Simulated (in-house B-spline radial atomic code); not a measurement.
## Binding energies in Ir III (Ir2+)

NIST's tabulated ground configuration is [Xe] 4f14 5d7; each binding energy is the energy of the ion with one electron taken from that subshell, relaxed, less that of the parent. Method: Dirac-Hartree-Fock, average of configuration, Fermi nucleus of rms radius 5.4032 fm. Calculated with a radial B-spline atomic code at the basis-set limit. Energies include first-order Breit, QED and recoil terms.

```
subshell  X-ray name  binding energy (eV)  -ε (eV)  relaxation (eV)
      1s           K                76137  76627.4             91.2
      2s          L1              13455.7  13560.8             54.9
   2p1/2          L2              12854.6  12963.5             59.6
   2p3/2          L3              11245.4  11332.8             56.1
      3s          M1               3209.3   3250.6             31.1
   3p3/2          M3               2586.3   2622.2             30.3
      4s          N1                726.9    742.3             13.1
   4p1/2          N2                614.1    629.0             13.0
   4p3/2          N3                529.5    542.4             11.8
      5s          O1                129.3    133.0              3.3
   5p1/2          O2                91.99    95.08             2.83
   4f5/2          N6                91.57   101.87            10.49
   4f7/2          N7                88.58    98.57            10.28
   5p3/2          O3                78.46    80.91             2.35
      5d        O4,5                28.83    30.01             1.20
```

Relaxation = -ε minus the binding energy without Breit, QED and recoil terms.

Emission lines follow as differences of binding energies, with λ = 12398.42 eV·Å / E:

```csv
line,holes,energy (eV),wavelength (Å)
K-L3,1s → 2p3/2,64891.6,0.19106
K-L2,1s → 2p1/2,63282.4,0.19592
K-M3,1s → 3p3/2,73550.7,0.16857
L1-M3,2s → 3p3/2,10869.4,1.1407
L3-M1,2p3/2 → 3s,8036.1,1.5428
```

Task: What screening constant σ does Moseley's law, E = (3/4)·13.6057 eV·(Z - σ)², need for K-L3?

Result: σ = -2.74.

Moseley's non-relativistic formula needs a falling, then negative, screening constant for heavy elements, because relativity binds the 1s electron more strongly than the formula allows.

Task: What does it cost to remove both a 2p1/2 and a 4f7/2 electron?

Result: 12972 eV, which is 28.71 eV more than the two single binding energies together.

Task: What does it cost to remove both a 2p1/2 and a 4f5/2 electron?

Result: 12975 eV, which is 29.05 eV more than the two single binding energies together.

Task: What does it cost to remove both a 2p1/2 and a 5s electron?

Result: 13005 eV, which is 20.7 eV more than the two single binding energies together.
